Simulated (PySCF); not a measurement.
Results of a calculation; reference values are marked as such.
## Si2H3O3(-)

The system: Si2H3O3(-), a small molecule (built as: end group O-); charge -1, singlet. The structure was relaxed in the gas phase by PBE0-D3(BJ)/def2-SVP. No frequency run checks that it is a minimum.

SMILES: [O-][SiH]1O[SiH2]O1

Coordinates in Å:
```
O1     -0.293   -0.052   -1.178
Si2    -1.126   -0.340    0.226
O3      0.173    0.040    1.187
Si4     1.156    0.386   -0.249
O5      1.802    1.782   -0.432
H6     -2.340    0.526    0.433
H7     -1.612   -1.757    0.380
H8      2.045   -0.829   -0.376
```

Shieldings: GIAO PBE0/aug-pcSseg-2.  Core levels by delta-SCF with SCAN, aug-pcX-2 on the ionised atom and aug-pcseg-1 elsewhere, spin-free X2C (2p3/2 is the spin-free 2p value less a third of a first-order spin-orbit splitting); from the vacuum level, for chosen atoms.

Problem. Give the shieldings and core levels atom by atom.

Solution. 
```tsv
atoms	bonded to	σ (ppm)	δ (ppm)	core level (eV)
O1 O3	2 Si	169.7	-	1s 532.71
Si2	2 O + 2 H	367.4	-	2p3/2 103.48
Si4	3 O + 1 H	396.3	-	2p3/2 102.34
O5	1 Si	133.2	-	1s 530.20
H6	1 Si	25.63	-	-
H7	1 Si	25.64	-	-
H8	1 Si	25.62	-	-
```

Values are those of this one static structure; atoms that internal rotation interchanges would show their mean in an NMR spectrum.

Problem. Which of Si2, Si4 holds its core electrons tightest, and by how much against the loosest?

Solution. Si2 (bonded to 2 O + 2 H), by 1.14 eV over Si4 (bonded to 3 O + 1 H).

Problem. By CAM-B3LYP/def2-SVPD (TDDFT singlets, Tamm-Dancoff triplets, ionisation by delta-SCF), where does absorption start, and what does vertical ionisation take?

Solution. The lowest singlet lies at 6.15 eV (f 0.001), the strongest of the first 6 at 6.55 eV (f 0.058), the lowest triplet at 6.01 eV; vertical ionisation takes 4.73 eV.

Excited states of gas-phase anions may lie above the detachment limit and hang on the basis.

The 3 runs behind this took 2.4 min in all, one thread each of Intel Xeon Platinum 8259CL on a shared host, launched as `OMP_NUM_THREADS=1 python cluster_run.py task.json out`.
